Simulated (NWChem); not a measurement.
# C$_{3}$H$_{6}$OSi; SMILES [SiH3][C@@H]1C=CO1

```xyz
11

Si    -0.0071    -1.6181     0.1560
C      0.0731     0.1029    -0.6447
C      1.0411     1.0884    -0.0483
C     -0.0417     1.7383     0.4113
O     -1.0138     0.9243    -0.1064
H      1.2023    -2.4004    -0.2455
H     -0.0350    -1.4493     1.6367
H     -1.2264    -2.3463    -0.3056
H      0.0145     0.0740    -1.7463
H      2.1209     1.1934     0.0000
H     -0.3010     2.6094     1.0174
```
Atoms are numbered in this order, from 1.

All runs: NWChem. Pople sets run with spherical d functions. Coordinates come from a PBE0/def2-SVP optimisation. Ions are spin-unrestricted doublets at the neutral geometry; other ion states weren't tried.

### Question
Among these, which level gives the highest value of “−ε(HOMO) (eV)”?
(A) B3LYP/6-31G*
(B) PBE/6-31G*
(C) M06-2X/6-31G*
(D) Hartree-Fock/6-31G*

### Answer
D, Hartree-Fock/6-31G*. Values: PBE/6-31G* 5.16; B3LYP/6-31G* 6.16; M06-2X/6-31G* 7.72; Hartree-Fock/6-31G* 9.21
